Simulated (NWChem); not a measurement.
Molecule: GeH4; SMILES [GeH4]

```xyz
5

Ge     0.0000     0.0000     0.0000
H      1.0627     0.0000    -1.1108
H      0.4317     0.9580     1.1221
H     -0.1477    -1.4209     0.5679
H     -1.3467     0.4629    -0.5792
```
Atoms are numbered in this order, from 1.

Program: NWChem. All runs use the structure optimised with PBE0/def2-SVP. GIAO values for the isolated, static molecule; σ is the absolute isotropic shielding, δ = σ(reference) − σ with the isolated reference molecule computed at the same levels (1H: tetramethylsilane).

For level PBE0/x2c-SVPall-s, scalar ZORA without spin-orbit coupling:

| Property | Result |
|---|---|
| σ Ge1 (ppm) | 1667.0 |

Question: Estimate the same quantities for level PBE/x2c-SVPall-s, scalar ZORA without spin-orbit coupling.

Answer: 
* **σ Ge1 (ppm)**: 1633.0
